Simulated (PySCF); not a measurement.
## Two-component Hartree-Fock for La(45+) (lanthanum, charge +45)

Start: [Ne] 3s2. Calculated with PySCF 2.14 in an uncontracted even-tempered set (18 s from 3.7 bohr⁻², ratio 2.6; 14 p from 4.8 bohr⁻², ratio 2.6; 6 d from 4.9 bohr⁻², ratio 2.8; 4 f from 69 bohr⁻², ratio 2.8): generalised Hartree-Fock with the X2C-1e Hamiltonian and a Gaussian nucleus; spin-orbit coupling (SO) screened by Boettger's factors.

```json
{"spinor shell": "1s1/2", "electrons": "2", "ε, screened SO (eV)": "-42178.4", "weight of nominal j (screened SO)": "1.000", "rms radius, screened SO (bohr)": "0.0286"}
{"spinor shell": "2s1/2", "electrons": "2", "ε, screened SO (eV)": "-9205.1", "weight of nominal j (screened SO)": "1.000", "rms radius, screened SO (bohr)": "0.114"}
{"spinor shell": "2p1/2", "electrons": "2", "ε, screened SO (eV)": "-8865.3", "weight of nominal j (screened SO)": "1.000", "rms radius, screened SO (bohr)": "0.0979"}
{"spinor shell": "2p3/2", "electrons": "4", "ε, screened SO (eV)": "-8434.5", "weight of nominal j (screened SO)": "1.000", "rms radius, screened SO (bohr)": "0.103"}
{"spinor shell": "3s1/2", "electrons": "2", "ε, screened SO (eV)": "-3704.5", "weight of nominal j (screened SO)": "1.000", "rms radius, screened SO (bohr)": "0.272"}
```

```csv
quantity,screened SO
E (hartree),-6529.99195
M_J,0
⟨J²⟩,0.000
⟨L²⟩,0.011
⟨S²⟩,0.011
```

Breit and QED terms are absent; they matter most for the inner s and p1/2 levels.

Densities and radii are taken from the X2C orbitals without a picture-change correction, which distorts them close to the nucleus.
